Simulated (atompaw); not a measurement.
**Scattering properties, PAW (atompaw) potential for Se (Z = 34)**

atompaw 4.2.0.5 input, output lines left out:

```
Se 34
GGA-PBE scalarrelativistic loggrid 1500 logderivrange -5 5 251
4 4 3 0 0 0
4 1 2
0 0 0
c
c
c
v
c
c
v
c
2
1.75 1.40 1.35 1.20
y
4.92
n
y
-1.35
n
y
0.5
n
custom rrkj vanderbiltortho sinc
bessel
1.75
1.75
1.75
1.75
1.45
```

The phase is arctan(r·u′/u) with u = r·R(r), unwrapped; energies in Ry, scanned from -5 to 5 Ry. A pole is an energy at which the radial function vanishes at the test radius. The pseudo phase is shifted by a multiple of π to meet the all-electron one at the reference energy, and phase errors are pseudo minus all-electron; the curves can meet again beyond the range given. Levels narrower than the energy grid can be missing from the lists of poles.

| channel | radius (bohr) | reference energy (Ry) | poles, all-electron | poles, pseudo | unbroken range about the reference energy with phases within 0.05 rad | phase error 1 Ry above the reference energy (rad) |
| --- | --- | --- | --- | --- | --- | --- |
| s | 1.76 | -2.77 | 0.80 | 0.80 | the whole range | -0.000 |
| p | 1.76 | -1.87 | 2.65 | 2.62 | the whole range | -0.000 |
| d | 1.76 | 0.50 | none | 4.62 | -4.4 to 4.0 | -0.019 |

Phases in the p channel:

| E (Ry) | all-electron | pseudo |
| --- | --- | --- |
| -5.00 | 1.173 | 1.173 |
| -4.52 | 1.125 | 1.124 |
| -4.04 | 1.058 | 1.058 |
| -3.56 | 0.960 | 0.960 |
| -3.08 | 0.808 | 0.808 |
| -2.60 | 0.552 | 0.552 |
| -2.12 | 0.125 | 0.125 |
| -1.64 | -0.419 | -0.419 |
| -1.16 | -0.845 | -0.845 |
| -0.68 | -1.099 | -1.099 |
| -0.20 | -1.252 | -1.252 |
| 0.28 | -1.351 | -1.351 |
| 0.76 | -1.420 | -1.420 |
| 1.24 | -1.471 | -1.471 |
| 1.72 | -1.511 | -1.512 |
| 2.20 | -1.544 | -1.545 |
| 2.68 | -1.573 | -1.574 |
| 3.16 | -1.598 | -1.600 |
| 3.64 | -1.621 | -1.625 |
| 4.12 | -1.643 | -1.649 |
| 4.60 | -1.665 | -1.673 |
